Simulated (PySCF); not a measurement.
Compound: C3H9NSi.
InChI=1S/C3H9NSi/c1-3(2)4-5/h1-2,5H3

Method: PySCF, PBE0-D3(BJ)/def2-SVP geometry optimisation, gas phase.

Take the most abundant isotopes and a rigid rotor. 

(1) What are A, B and C (MHz)?

(2) What kind of rotor is it?

(3) What does the inertial defect say?

(4) Give the other two planar moments, Paa and Pbb, and the rms extents of the mass along the axes.

(5) Give the coordinates in the principal-axis frame, origin at the centre of mass.

(6) Predict some low-J microwave lines.

Answers

(1) Ia = 63.57, Ib = 228.15, Ic = 279.47 u·Å²; 505379 MHz·u·Å²/I gives A = 7950, B = 2215, C = 1808 MHz.

(2) An asymmetric top; Ray's κ = -0.868.

(3) Not planar: Δ = Ic − Ia − Ib = -12.25 u·Å². For a rigid frame Δ = −2 Σ m c², so Σ m c² = 6.12 u·Å² lies off the ab plane, practically all of it from hydrogen. The atom farthest from that plane is 1.25 Å away.

(4) Paa = Σ m a² = (Ib + Ic − Ia)/2 = 222.03 and Pbb = Σ m b² = (Ia + Ic − Ib)/2 = 57.45 u·Å². With the mass M = 87.05 u, the rms extents √(P/M) along a, b and c are 1.60, 0.81, 0.27 Å.

(5) The sense of each axis is arbitrary; atoms in the order of the calculation.
```json
{"atom": "C1", "mass (u)": "12.000", "a (Å)": "-1.150", "b (Å)": "-1.460", "c (Å)": "0.001"}
{"atom": "C2", "mass (u)": "12.000", "a (Å)": "-0.916", "b (Å)": "0.031", "c (Å)": "0.002"}
{"atom": "C3", "mass (u)": "12.000", "a (Å)": "-2.170", "b (Å)": "0.866", "c (Å)": "-0.001"}
{"atom": "N4", "mass (u)": "14.003", "a (Å)": "0.216", "b (Å)": "0.605", "c (Å)": "0.000"}
{"atom": "Si5", "mass (u)": "27.977", "a (Å)": "1.855", "b (Å)": "0.033", "c (Å)": "0.000"}
{"atom": "H6", "mass (u)": "1.008", "a (Å)": "-1.848", "b (Å)": "-1.742", "c (Å)": "0.805"}
{"atom": "H7", "mass (u)": "1.008", "a (Å)": "-1.627", "b (Å)": "-1.759", "c (Å)": "-0.947"}
{"atom": "H8", "mass (u)": "1.008", "a (Å)": "-0.218", "b (Å)": "-2.027", "c (Å)": "0.118"}
{"atom": "H9", "mass (u)": "1.008", "a (Å)": "-2.831", "b (Å)": "0.578", "c (Å)": "-0.835"}
{"atom": "H10", "mass (u)": "1.008", "a (Å)": "-2.741", "b (Å)": "0.698", "c (Å)": "0.928"}
{"atom": "H11", "mass (u)": "1.008", "a (Å)": "-1.912", "b (Å)": "1.929", "c (Å)": "-0.081"}
{"atom": "H12", "mass (u)": "1.008", "a (Å)": "2.501", "b (Å)": "0.520", "c (Å)": "-1.255"}
{"atom": "H13", "mass (u)": "1.008", "a (Å)": "2.061", "b (Å)": "-1.456", "c (Å)": "0.075"}
{"atom": "H14", "mass (u)": "1.008", "a (Å)": "2.548", "b (Å)": "0.646", "c (Å)": "1.171"}
```

(6) The dipole components are |μa| = 1.92 D, |μb| = 1.36 D, |μc| = 0.01 D. Intensities carry the squares of the components, which stand as 1.00 : 0.50 : 0.00 (a : b : c). Some lines, for components of 0.1 D or more:

```
type  branch         J(Ka,Kc)    MHz  lower level (cm⁻¹)
   a       Q  2(1,1) ← 2(1,2)   1220               0.580
   b       R  2(0,2) ← 1(1,1)   2291               0.326
   a       R  1(0,1) ← 0(0,0)   4023               0.000
   b       Q  1(1,0) ← 1(0,1)   6142               0.134
   b       Q  2(1,1) ← 2(0,2)   6569               0.402
   a       R  2(1,2) ← 1(1,1)   7640               0.326
   a       R  2(0,2) ← 1(0,1)   8026               0.134
   b       R  1(1,1) ← 0(0,0)   9758               0.000
   b       R  2(1,2) ← 1(0,1)  13375               0.134
   b       Q  2(2,0) ← 2(1,1)  17226               0.621
   b       Q  2(2,1) ← 2(1,2)  18426               0.580
   b       R  2(2,0) ← 1(1,1)  26086               0.326
```

Stationary, but not proved a minimum. Constants of a rigid frame at the computed geometry: no zero-point averaging, no centrifugal distortion. A rigid rotor knows nothing of internal rotation, which can split or shift real lines. Quadrupole hyperfine structure (14N) is left out.

The run took 54 s on one thread, Arm Neoverse V1 (aarch64), shared host with 32 logical CPUs at a one-minute load of 19, and the process peaked at 0.52 GiB of memory. This is the geometry optimisation.
